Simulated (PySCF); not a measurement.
## Spinor energies of F(3+) (fluorine, charge +3)

Start: [He] 2s1 2p3; 2s1/2 filled at m_j = +1/2; 2p3/2 filled at m_j = -1/2, +1/2, +3/2. Calculated with PySCF 2.14 in x2c-TZVPall-2c: generalised Hartree-Fock with the X2C-1e Hamiltonian and a Gaussian nucleus; one run each with spin-orbit coupling (SO) switched off, then screened by Boettger's factors. This is a chosen level, not necessarily the ground level.

| spinor shell | electrons | ε, spin-free (eV) | ε, screened SO (eV) | weight of nominal j (screened SO) | rms radius, screened SO (bohr) |
| --- | --- | --- | --- | --- | --- |
| 1s1/2 | 2 | -792.59 | -792.59 | 1.000 | 0.203 |
| 2s1/2 | 1 | -113.07 | -113.07 | 1.000 | 0.935 |
| 2p3/2 | 3 | -89.196 | -89.196 | 0.665 | 0.911 |

| quantity | spin-free | screened SO |
| --- | --- | --- |
| E (hartree) | -95.14592 | -95.14593 |
| M_J | 2 | 2 |
| ⟨J²⟩ | 6.000 | 6.000 |
| ⟨L²⟩ | 0.000 | 0.000 |
| ⟨S²⟩ | 6.000 | 6.000 |

Each row is a mean over spinors that exchange with the open shell spreads, by up to 8.655 eV (1s1/2).

Rows whose weight is well below 1 are mixtures of j = l ± 1/2: exchange outweighs spin-orbit coupling there, and the label is only the starting occupation.

Without spin-orbit coupling the j labels of p, d and f shells carry no meaning; the spin-free column gives the mean over the occupied spinors of each nl shell.
